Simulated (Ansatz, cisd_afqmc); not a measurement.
System: N, charge 1, triplet.

Total energies in aug-cc-pVTZ, 4 correlated electrons, 1 frozen orbitals. Open shells are spin-unrestricted; no spin-orbit coupling. Correlated methods leave the cores frozen. No relativity. The Monte Carlo rows (phaseless AFQMC, CISD trial, step 0.005/hartree) carry one-sigma bars that omit the constraint's bias. Outlying blocks are dropped, and bars are widened where a walk drifts. Over all cases where full CI ran beside it in this data, AFQMC minus full CI had a median of +0.1 mEh and passed +0.4 mEh in a tenth of the cases. Full CI freezes restricted core orbitals and the other rows unrestricted ones, which leaves a small offset even where coupled cluster is exact.

| method | program | energy (Eh) | error against FCI (mEh) |
|---|---|---|---|
| HF | Ansatz | -53.89044 | 94.76 |
| MP2 | Ansatz | -53.96246 | 22.74 |
| CCSD | Ansatz | -53.98337 | 1.83 |
| CCSD(T) | Ansatz | -53.98500 | 0.20 |
| CCSDT(Q) | Ansatz | -53.98536 | -0.16 |
| CCSDTQ | Ansatz | -53.98537 | -0.16 |
| AFQMC/CISD | cisd_afqmc | -53.9852 ± 0.0001 | 0.0 ± 0.1 |
| FCI | Ansatz | -53.98520 | 0.00 |

Ansatz is a first-principles code.
